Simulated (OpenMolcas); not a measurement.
**V2+: ligand-field states by method**

V2+ with its 6 nearest fluoride ions at 2.157 Å, on the Ca site of CsCaF3 (a = 4.526 Å, distance in the model lattice 2.263 Å). The rest of the host is ab initio model potentials to 7.6 Å, with orthogonalisation functions on the cations behind the ligands, and point charges beyond; the distance is set by hand and nothing relaxes. Ligand basis ANO-RCC-VDZP.
```
V     0.0000    0.0000    0.0000
F     2.1570    0.0000    0.0000
F     0.0000    2.1570    0.0000
F    -2.1570    0.0000    0.0000
F     0.0000   -2.1570    0.0000
F     0.0000    0.0000    2.1570
F     0.0000    0.0000   -2.1570
```

```json
{
  "Program": "OpenMolcas 26.06",
  "Basis": "ANO-RCC-VTZP [6s5p3d2f1g]",
  "Scalar Hamiltonian": "DKH2, point nucleus",
  "Active space": "3 electrons in 5 orbitals (3d)",
  "State averaging": "2S+1 = 4 even, 10 roots; 2S+1 = 2 even, 40 roots",
  "Spin-orbit coupling": "RASSI with atomic mean-field integrals over the reference wave functions"
}
```

I. CASSCF
II. SS-CASPT2, IPEA 0.25 Eh, imaginary shift 0.1 Eh (closed shells correlated: 3s 3p and the ligand valence shells)

Spin-free states (labels of O, the rotations of Oh) in cm-1, each column counted from its own energy of the first state listed:

```tsv
State	Degeneracy	I	II
4A2	1	0	0
4T2	3	8914	9740
4T1	3	14953	14800
2E	2	16628	13100
2T1	3	17449	13910
2T2	3	22661	18140
2A1	1	23107	19740
2T2	3	26127	23420
4T1	3	26368	23840
2T1	3	26790	23860
2E	2	28555	24540
2T1	3	31865	28100
2T1	3	35837	34460
2T2	3	36567	34250
2A2	1	41892	35420
2E	2	42736	40640
2T2	3	42846	36490
2T1	3	47279	42220
2E	2	63402	54100
2T2	3	66480	58770
```

From I to II, I's first state of the same spin (4T2) moves from 8914 to 9740 cm-1, by about +820 cm-1.

From I to II, I's first state of another spin (2E) moves from 16628 to 13100 cm-1, by about -3500 cm-1.

χT at 300 K: I 1.85, II 1.85 cm3 K/mol.

Roots that are degenerate in the reference are averaged as groups; the widest CASPT2 spread within a group is 98 cm-1 (the 2-fold group of multiplicity 2 near 24500 cm-1 above the lowest state of its run, II). Shifts and gaps below about the spread of the groups concerned are not significant. Over all roots computed the reference weight is 0.73 to 0.74 in II; a low but even weight reflects the number of correlated electrons. Ligand-to-metal charge-transfer states are missing. With no ligand orbital active B as a rule stays too high, so bands that hang on it stand too high and its fall with covalency is understated. Without dynamic correlation the repulsion within the d shell is too large (B by tens of per cent), so at a given field states of lower spin stand too high (holds for I). With metal d orbitals alone and no dynamic correlation 10Dq can be off by a tenth to a fifth, either way, in oxide and fluoride hosts (holds for I). These CASPT2 states fit no ligand-field parameters well, so their order and spin gaps are uncertain (holds for II). With one d shell and no ligand orbital active, 10Dq can be off by tens of per cent for divalent 3d ions, low with halides held by bare charges and at times high in hosts (holds for II). Free-ion shares, where given, are those of the reference states; single-state CASPT2 does not remix them (holds for II). No measured value stands beside these numbers; the geometry was set by hand and not optimised.
